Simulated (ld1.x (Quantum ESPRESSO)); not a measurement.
tellurium, PAW: configuration errors across variants

```json
{"Element": "Te (Z = 52)", "Generator": "ld1.x (Quantum ESPRESSO) 7.5", "Type": "PAW", "Functional": "PBE", "Relativity": "scalar-relativistic", "Frozen core": "[Kr]", "Valence charge": "16", "Reference configuration": "4d10 5s2 5p3.5 (charge +0.5)", "Partial waves": "5s (bound): rcut 1.55, rcutus 1.70 bohr; 5s channel at 3.05 Ry: rcut 1.55, rcutus 1.70 bohr; 5p (bound): rcut 2.00, rcutus 2.15 bohr; 5p channel at 1.95 Ry: rcut 2.00, rcutus 2.15 bohr; 4d (bound): rcut 1.15, rcutus 1.50 bohr; 4d channel at -2.8 Ry: rcut 1.15, rcutus 1.50 bohr", "Local potential": "all-electron potential smoothed inside 1.35 bohr (lloc = -1)", "Core correction": "a·sin(br)/r model core inside 1.55 bohr", "Augmentation charge": "BESSEL, radius 0.85 bohr"}
```

All-electron excitation energies from the reference (eV): (1) 4d10 5s2 5p4 -3.897; (2) 4d10 5s2 5p3 5.831; (3) 4d10 5s2 5p2 23.756; (4) 4d10 5s2 5p4.3 -5.366; (5) 4d10 5s2 5p1 50.653; (6) 4d9 5s2 5p5 34.359; (7) 4d10 5s2 5p0 87.137.

The overlap operator is not positive definite (basis up to 400 Ry) in “all radii but the core radius scaled by about 1.39 (s 2.36, p 2.98, d 2.08 bohr, rcut 2.14/2.78/1.60); local potential all-electron potential smoothed inside 1.88 bohr (lloc = -1); augmentation BESSEL, radius 1.18 bohr”. Such files are unfit for use, however small their errors in these radial tests.

3 further variants failed, have other tests or too few solved ones, and are left out.

A true bound ghost makes a file unfit for plane-wave use even where its test errors are small: the radial tests pick states by their node count and pass the ghost by.

Errors AE − PS in meV (a dash: test not solved or not reliable):

| change | (1) | (2) | (3) | (4) | (5) | (6) | (7) | bound ghosts |
| --- | --- | --- | --- | --- | --- | --- | --- | --- |
| base | +1.2 | -1.4 | -5.1 | +1.7 | -10 | +61 | -18 | s |
| all radii but the core radius scaled by about 1.08 (s 1.84, p 2.34, d 1.62 bohr, rcut 1.68/2.18/1.24); local potential all-electron potential smoothed inside 1.46 bohr (lloc = -1); augmentation BESSEL, radius 0.92 bohr | +1.1 | -1.3 | -4.5 | +1.7 | -9.0 | +94 | -18 | s |
| all radii but the core radius scaled by about 1.22 (s 2.08, p 2.62, d 1.84 bohr, rcut 1.90/2.44/1.40); local potential all-electron potential smoothed inside 1.64 bohr (lloc = -1); augmentation BESSEL, radius 1.04 bohr | +1.4 | -0.7 | +4.5 | +2.2 | +27 | – | – | none |
| all radii but the core radius scaled by about 1.29 (s 2.20, p 2.76, d 1.94 bohr, rcut 2.00/2.58/1.48); local potential all-electron potential smoothed inside 1.74 bohr (lloc = -1); augmentation BESSEL, radius 1.10 bohr | +1.3 | -1.1 | -1.9 | +2.0 | +2.8 | – | – | none |
| all radii but the core radius scaled by about 1.39 (s 2.36, p 2.98, d 2.08 bohr, rcut 2.14/2.78/1.60); local potential all-electron potential smoothed inside 1.88 bohr (lloc = -1); augmentation BESSEL, radius 1.18 bohr | +0.5 | -1.9 | -7.4 | -0.3 | -12 | – | – | not determined (overlap not positive) |

Question: Give the same row for: all radii but the core radius scaled by about 1.17 (s 1.98, p 2.52, d 1.76 bohr, rcut 1.82/2.34/1.34); local potential all-electron potential smoothed inside 1.58 bohr (lloc = -1); augmentation BESSEL, radius 1.00 bohr.

Answer: +1.0, -1.7, -12, +1.4, -50, -112, –; bound ghosts: s.
